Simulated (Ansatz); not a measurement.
Species: CBrF2, charge 1, multiplicity 1. 
Coordinates optimised at B3LYP-D3(BJ)/def2-TZVP (Ansatz, a first-principles code):
```xyz
4

F     -1.5580    -1.0136    -0.0206
C     -0.8547     0.0255    -0.0189
F     -1.4943     1.1047    -0.0467
Br     0.9314    -0.0278     0.0205
```
Charge +1, spin multiplicity 1.

Basis-set convergence of Hartree-Fock and CCSD correlation energies (hartree) with Ansatz. Correlated levels leave the core frozen unless marked. No spin-orbit coupling. The frozen core is the preceding noble-gas configuration, with the filled d and f shells of earlier blocks. Non-relativistic.

| basis | functions | E(HF) | E(corr, CCSD) |
|---|---|---|---|
| cc-pVDZ | 69 | -2808.77020 | -0.62346 |
| cc-pVTZ | 133 | ? | ? |

Fill in the missing entries.


- cc-pVTZ, E(HF): -2808.93507
- cc-pVTZ, E(corr, CCSD): -0.80713
